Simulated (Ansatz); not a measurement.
**Cost against result**

Saddle point of BNH$_{6}$ClF, closed shell (BH₂Cl ([BH2][Cl]) + NH₃ + HF → BNH₄ ([BH2][NH2]) + HCl + HF; bonds formed: Cl2–H7, H5–F8; dative contacts that become bonds: B1–N6; bonds broken: B1–Cl2, H5–N6, H7–F8), PBE0-D4/def2-TZVP structure:

```json
{"atom": "B1", "x (Å)": "-0.7051", "y (Å)": "-0.3907", "z (Å)": "-0.7895"}
{"atom": "Cl2", "x (Å)": "1.2782", "y (Å)": "0.6869", "z (Å)": "-1.5577"}
{"atom": "H3", "x (Å)": "-1.4383", "y (Å)": "0.3964", "z (Å)": "-1.3026"}
{"atom": "H4", "x (Å)": "-0.4420", "y (Å)": "-1.4308", "z (Å)": "-1.3083"}
{"atom": "H5", "x (Å)": "0.5908", "y (Å)": "0.3369", "z (Å)": "1.0606"}
{"atom": "N6", "x (Å)": "-0.5837", "y (Å)": "-0.3268", "z (Å)": "0.6907"}
{"atom": "H7", "x (Å)": "1.6182", "y (Å)": "0.8985", "z (Å)": "-0.2568"}
{"atom": "F8", "x (Å)": "1.5044", "y (Å)": "0.8525", "z (Å)": "1.1850"}
{"atom": "H9", "x (Å)": "-0.5066", "y (Å)": "-1.2315", "z (Å)": "1.1380"}
{"atom": "H10", "x (Å)": "-1.3157", "y (Å)": "0.2086", "z (Å)": "1.1408"}
```

Barriers are electronic and count from the start structure reached by relaxing down the imaginary mode.

Computed with Ansatz 0.2.0 (basis: as named in each row); correlated methods freeze the cores. B3LYP uses VWN-RPA correlation. Extrapolation: Hartree–Fock as exp(−7.88 √X), correlation as X^−2.97.

Times are rough, for one single point on 4 threads of a shared host (Arm Neoverse V1).

The estimate by CCSD(T) at an estimated basis limit (MP2 extrapolated from triple and quadruple zeta, plus CCSD(T) − MP2 in triple zeta) is 29.23 kcal/mol.

| method | basis | time (s) | barrier (kcal/mol) | method less estimate |
| --- | --- | --- | --- | --- |
| HF | STO-3G | under 1 | 39.24 | 10.01 |
| PBE-D4 | STO-3G | under 1 | 7.12 | -22.11 |
| SPW92 | def2-SVP | under 1 | 20.46 | -8.77 |
| B3LYP-D4 | 6-31G | under 1 | 26.45 | -2.78 |
| PBE-D4 | def2-SVP | under 1 | 22.84 | -6.39 |
| PBE0-D4 | def2-SVP | under 1 | 26.84 | -2.39 |
| SPW92 | def2-TZVPP | under 1 | 20.60 | -8.63 |
| PBE-D4 | def2-TZVPP | 2 | 23.20 | -6.03 |
| BLYP-D4 | def2-TZVPP | 2 | 22.17 | -7.06 |
| B3LYP-D4 | def2-TZVPP | 2 | 25.09 | -4.14 |
| BHLYP-D4 | def2-TZVPP | 2 | 28.83 | -0.40 |
| PBE0-D4 | def2-TZVPP | 2 | 26.85 | -2.38 |
| CAM-B3LYP-D4 | def2-TZVPP | 2 | 25.92 | -3.31 |
| wB97M-V | def2-SVP | 3 | 27.58 | -1.65 |
| CCSD(T) | def2-SVP | 3 | 30.52 | 1.29 |
| r2SCAN-D4 | def2-TZVPP | 3 | 24.82 | -4.41 |
| r2SCAN0-D4 | def2-TZVPP | 3 | 27.57 | -1.65 |
| RPA on PBE | def2-TZVPP | 4 | 27.62 | -1.61 |
| B2PLYP | def2-TZVPP | 4 | 26.68 | -2.55 |
| PBE-QIDH | def2-TZVPP | 4 | 29.20 | -0.03 |
| wB97X-V | def2-TZVPP | 6 | 27.85 | -1.38 |
| wB97M-V | def2-TZVPP | 6 | 27.71 | -1.52 |
| B97M-V | def2-TZVPP | 7 | 28.35 | -0.88 |
| MP2 | def2-QZVPP | 29 | 28.95 | -0.28 |
| CCSD(T) | def2-TZVPP | 89 | 28.72 | -0.51 |

All methods are single points on the PBE0-D4 structures.

T1 diagnostic: at most 0.011.

Labels in which every atom is bracketed show which atoms are joined, not bond orders.
